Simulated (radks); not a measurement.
Values are calculated unless marked as measured or tabulated.
Spherical quantum dot in the effective-mass picture: electrons in a hard-walled sphere of radius 3.57, with a point charge +2 (a donor) at the centre, all in effective atomic units (hartree* = m*/eps^2 hartree, bohr* = eps/m* bohr), one dielectric constant everywhere. Level of theory: non-relativistic Kohn-Sham, r2SCAN, spin-polarised, spherical densities, generalised Kohn-Sham scheme (a radial shooting solver with Libxc functionals). Levels are named by radial order and angular momentum (1s, 1p, 1d, 2s, ...), and open shells are averaged over m.

N = 3, configuration 1s2 1p(up 1, down 0). This is the lowest configuration that the search found. Occupied and some empty levels:

level,occupation,eigenvalue (hartree*),<r> (bohr*)
1s up,1,-0.13871,0.9862
1s down,1,-0.10811,0.9284
1p up,1,0.85329,2.025
1p down,0,0.98911,1.962
2s up,0,0.99043,1.956
2s down,0,1.1210,1.950
1d up,0,1.4555,2.280
1d down,0,1.6288,2.235
1f up,0,2.1436,2.432
1f down,0,2.3527,2.394

Energy (hartree*): total -2.19520, kinetic 3.5611, external -7.6946, Hartree 3.2613, exchange-correlation -1.3230.
